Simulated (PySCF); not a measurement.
Compound: C7H14B2O2.
Structure used (PBE0-D3(BJ)/def2-SVP), in Å, numbered top down from 1:
```xyz
25
C7H14B2O2 angstrom
C      2.771    1.401    0.312
B      2.058    0.012    0.135
C      2.875   -1.318   -0.029
C      0.488   -0.053    0.122
C     -0.472    0.403    1.264
C     -1.430   -0.041    0.119
B     -3.010   -0.022    0.133
O     -3.739   -1.149    0.352
O     -3.716    1.124   -0.063
C     -0.478   -1.254   -0.070
C     -0.469    0.739   -0.821
H      3.418    1.591   -0.564
H      2.101    2.263    0.443
H      3.465    1.359    1.170
H      2.586   -2.021    0.774
H      2.570   -1.825   -0.962
H      3.970   -1.213   -0.026
H     -0.476   -0.215    2.177
H     -0.467    1.477    1.515
H     -3.172   -1.915    0.474
H     -3.139    1.875   -0.223
H     -0.477   -2.013    0.732
H     -0.481   -1.733   -1.063
H     -0.467    0.442   -1.883
H     -0.454    1.838   -0.720
```

Level: PBE0/pcSseg-1 in PySCF, non-relativistic, on one gas-phase PBE0-D3(BJ)/def2-SVP geometry that isn't relaxed in the solvent. The solvent is an IEF-PCM continuum (Bondi radii, 1.10 Å for H, scaled by 1.2). Only the electrostatic response of the medium enters.

| run | E − E(gas) (kcal/mol) | HOMO (eV) | HOMO–LUMO gap (eV) | dipole (D) |
| --- | --- | --- | --- | --- |
| gas | 0.00 | -7.30 | 6.56 | 3.13 |
| P | -6.03 | -7.13 | 6.61 | 3.51 |
| Q | -8.74 | -7.07 | 6.62 | 3.63 |

The runs were made in chloroform and water. Which run belongs to which solvent?

P = chloroform, Q = water. The dielectric constants are 4.711 (chloroform), 78.36 (water), and the energy falls further as ε rises. In this model the ground state sees the solvent through ε alone.

How constant is the ratio of the lowering to (ε − 1)/(2ε + 1)?

```
   solvent  (ε − 1)/(2ε + 1)  E − E(gas) (kcal/mol)  ratio (kcal/mol)  polarisation term (kcal/mol)
chloroform             0.356                  -6.03             -16.9                         -6.57
     water             0.490                  -8.74             -17.8                         -9.89
```

The ratio changes by +5.2 % in size from chloroform to water. The polarisation term is half the interaction of the solute with the induced surface charges.

On Arm Neoverse V2, one thread, shared host, this took 50 s wall and 1.4 GiB of memory at its peak. This is the whole shielding run at PBE0/pcSseg-1 in water, SCF included.
